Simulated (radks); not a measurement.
All-electron atom: Mo IV in [Ar] 3d10 4s2 4p5.75 4d3 5p0.25 (fractional occupations, a model configuration). Calculated with a radial shooting solver on a logarithmic mesh with Libxc functionals: Dirac Kohn-Sham, AM05, spin-unpolarised, spherical densities, point nucleus; open shells fill j = l - 1/2 first.

Normalised radial functions P(r) = r R(r) (large component), r in bohr:

```
   r/bohr * 5p1/2 (the largest magnitude, 0.641, reaches the edge; | marks zero)
 0.001836                             *
 0.002449                             *
  0.00324                             *
 0.004322                             *
 0.005764                             *
 0.007688                             *
  0.01025                             |*
  0.01357                             |*
  0.01809                             |*
  0.02413                             | *
  0.03219                             |  *
  0.04293                             |   *
   0.0568                             |    *
  0.07576                             |     *
    0.101                             |    *
   0.1348                             | *
   0.1798                           * |
   0.2378                      *      |
   0.3172                    *        |
   0.4231                        *    |
   0.5643                             |   *
   0.7527                             |            *
    1.004                             |             *
    1.328                             |   *
    1.772                *            |
    2.363   *                         |
    3.151  *                          |
    4.203           *                 |
    5.561                      *      |
    7.418                            *|
    9.893                             *
```

5p1/2: eigenvalue -21.352 eV, 3 radial nodes at r = 0.156, 0.500, 1.43 bohr, <r> = 3.07 bohr, 90 % of the charge inside 4.41 bohr.
